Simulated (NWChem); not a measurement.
Species: CrH₂S₂O₂; SMILES [O]=[Cr](=[O])([SH])[SH]

```xyz
7

Cr     0.0000     0.0000     0.3825
O      0.0616    -1.2801     1.2218
O     -0.0616     1.2801     1.2218
S      1.8183    -0.0175    -0.8284
H      1.7320     1.3049    -1.1097
S     -1.8183     0.0175    -0.8284
H     -1.7320    -1.3049    -1.1097
```
Atoms are numbered in this order, from 1.

Program: NWChem. Medium grid unless said otherwise, to which SCAN and Minnesota functionals are sensitive. Geometry: optimised at PBE0/def2-SVP. Not confirmed as a minimum by frequencies. Total energies of different functionals are on different scales.

| level | energy (Ha) | highest occupied level (eV) | orbital gap (eV) | dipole (D) |
|---|---|---|---|---|
| B3LYP/def2-SVP | -1992.1094 | -7.45 | 3.26 | 2.18 |
| PBE/def2-SVP | -1991.4140 | -6.56 | 1.94 | 2.01 |
| B97-D/def2-SVP | -1992.3821 | -6.56 | 1.87 | 2.04 |
| KT2/def2-SVP | -2006.0076 | -6.63 | 1.90 | 2.07 |
| B3PW91/def2-SVP | -1991.8974 | -7.59 | 3.28 | 2.15 |
| N12/def2-SVP | -1992.2129 | -6.46 | 1.81 | 2.13 |
| MPW1K/def2-SVP | -1991.9760 | -8.67 | 4.96 | 2.29 |
| r2SCAN/def2-SVP | -1991.9647 | -6.95 | 2.09 | 2.11 |
| PBE0/def2-SVP | -1991.3887 | -7.76 | 3.64 | 2.16 |
